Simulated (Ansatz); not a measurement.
Consider the cleavage of the Si–Sn bond: `O[SiH2][SnH2][OH]` + `NC=O` → `O=CN[SiH2]O` + `[OH][SnH3]`.

Calculated with Ansatz (gas phase, PBE0-D4/def2-TZVP geometries, no zero-point term in ΔE). CCSD(T)/CBS adds triple-zeta CCSD(T) − MP2 to the extrapolated MP2 energy (def2 sets, frozen cores). This one scheme is used for every species. DFT in def2-TZVPP. B3LYP here is the variant with VWN-RPA as its local correlation; programs differ in this. def2 core potentials past Kr. For Sn outer-core shells are correlated without core-valence functions, which leaves a few kJ/mol of doubt a bond. Each species was taken in one conformer, which may not be the lowest.

| level | ΔE (kcal/mol) |
| --- | --- |
| PBE-D4 | -9.7 |
| B3LYP-D4 | -13.2 |
| ωB97X-V | -14.7 |
| HF/def2-TZVPP | -17.4 |

Problem. What does CCSD(T)/CBS give? (Estimate.)

Solution. The calculation gave: -14.5 kcal/mol. The listed levels differ from it by 4.8, 1.3, -0.2, -2.9 kcal/mol.

Largest T1 diagnostic among the species: 0.016.

In def2-TZVPP, CCSD(T) changes the Hartree–Fock value by +1.4 kcal/mol (the triples alone add +0.1 kcal/mol) and MP2 by +1.2 kcal/mol. From PBE to PBE0 (25 % exact exchange), in def2-TZVPP and without D4, ΔE moves by −2.0 kcal/mol.
